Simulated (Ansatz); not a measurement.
C$_{2}$H$_{7}$NOSi (`NC1([SiH3])CO1`), relaxed with RKS PBE0-D4/def2-TZVP in Ansatz from a PBE-D4/def2-SVP geometry. The force threshold is 0.005 eV/Å; the program also tests the step.

The species carries charge 0 and has multiplicity 1.

Start:

```xyz
12

N     1.330   -0.370   -0.842
C     0.293    0.008    0.043
Si   -1.402    0.307   -0.771
C     0.355   -0.382    1.466
O     0.579    0.983    1.121
H     1.498    0.349   -1.556
H     2.218   -0.547   -0.355
H    -2.380    0.722    0.291
H    -1.907   -0.928   -1.466
H    -1.255    1.412   -1.784
H     1.243   -0.948    1.817
H    -0.570   -0.605    2.037
```

```
        step  energy (eV)  largest force (eV/Å)  largest move (Å)
           1  -13594.1509                 0.749             0.000
           2  -13594.1982                 0.330             0.031
           3  -13594.2045                 0.084             0.019
           4  -13594.2050                 0.049             0.006
5 (rejected)  -13594.2049                 0.068             0.025
           6  -13594.2053                 0.007             0.012
           7  -13594.2055                 0.006             0.015
           8  -13594.2055                 0.011             0.023
           9  -13594.2055                 0.009             0.004
          10  -13594.2055                 0.002             0.002
```

End:

```xyz
12

N     1.324   -0.338   -0.831
C     0.285    0.027    0.048
Si   -1.392    0.313   -0.762
C     0.344   -0.401    1.444
O     0.582    0.958    1.128
H     1.495    0.370   -1.533
H     2.191   -0.538   -0.349
H    -2.348    0.762    0.280
H    -1.881   -0.940   -1.393
H    -1.253    1.359   -1.811
H     1.218   -0.963    1.772
H    -0.565   -0.609    2.007
```

Hardware: 4 threads of an Intel Xeon 6975P-C on a shared host. Wall time 18 s, peak host memory 0.54 GiB.
